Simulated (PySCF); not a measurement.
## HgC⁻: from constants to spectrum

UHF-MP2 constants of HgC⁻, ⁴Σ⁻ (quartet), unpaired electrons σ ↑, π ↑↑ (basis Hg def2-SVPD with ECP60, C def2-SVPD; scalar-relativistic core potentials; PySCF 2.14; masses 201.9706 and 12.0000 u):

- ωe: 231.5 cm⁻¹
- ωexe: 1.78 cm⁻¹
- Be: 0.23993 cm⁻¹
- αe: 0.00288 cm⁻¹
- D (centrifugal): 1.03e-06 cm⁻¹

Give the vibrational terms G(v) and spacings up to v = 3.

G(v) = ωe(v+½) − ωexe(v+½)².

```tsv
v	G(v) (cm⁻¹)	G(v) − G(v−1)	Bv (cm⁻¹)
0	115		0.2385
1	343	228	0.2356
2	568	224	0.2327
3	788	221	0.2298
```

Correlated steps freeze 1 core orbital. These are scalar-relativistic numbers at best; spin–orbit coupling would shift them, the dissociation energy most. The state was picked by a PBE0 search and need not be the measured ground state.
